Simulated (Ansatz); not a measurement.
C2H5BClF (`BCC(F)Cl`), relaxed with RKS PBE-D4/def2-SVP in the Gaussian-basis code of Ansatz from a rough embedded geometry. The force threshold is 0.03 eV/Å; the program also tests the step.

The species carries charge 0 and has multiplicity 1.

Start:

```xyz
10

B    -0.420   -0.911    1.070
C    -0.556   -0.133   -0.239
C     0.669    0.699   -0.490
F     1.818   -0.022   -0.696
Cl    0.438    1.670   -2.007
H     0.450   -1.708    1.298
H    -1.192   -0.721    1.990
H    -1.438    0.568   -0.186
H    -0.654   -0.865   -1.061
H     0.885    1.422    0.320
```

Task: How much energy does the relaxation release, and in how many steps? (An estimate is asked.)

Result: The calculation gave: 24.97 kJ/mol, in 17 steps, 2 of them rejected.

Task: Which bonds change most? (Best estimate.)

Result: The calculation gave: B1–C2 from 1.528 to 1.564 Å; B1–H6 from 1.201 to 1.217 Å; C2–H8 from 1.129 to 1.117 Å; C2–C3 from 1.502 to 1.513 Å.

Task: Give the relaxed structure. (Estimate.)

Result: Computed: 
```xyz
10

B    -0.421   -0.921    1.136
C    -0.535   -0.040   -0.151
C     0.737    0.647   -0.596
F     1.695   -0.292   -0.880
Cl    0.466    1.664   -2.076
H     0.546   -0.857    1.872
H    -1.349   -1.645    1.444
H    -1.319    0.721    0.080
H    -0.965   -0.617   -0.999
H     1.145    1.341    0.169
```
